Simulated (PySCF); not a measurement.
A structure optimised at PBE-D3(BJ)/def2-SVP, used in a PySCF frequency run:

```
B
O 1 1.3592
H 2 0.9754 1 111.61
O 1 1.3788 2 123.81 3 0.78
C 4 1.4334 1 107.10 2 -175.99
O 5 1.4006 4 108.76 1 -20.79
H 5 1.1111 6 108.98 4 119.86
H 5 1.1218 7 109.38 6 -122.98
C 6 1.4435 5 107.11 7 150.46
H 9 1.1085 6 108.65 5 -148.37
H 9 1.1200 10 107.18 6 120.63
```
Charge 0, spin multiplicity 1.

Task: Write its SMILES and formula.

Result: OB1COCO1, C2H5BO3

Task: What are its rotational constants (standard atomic weights)?

Result: 7.5461, 3.2710, 2.3791 GHz
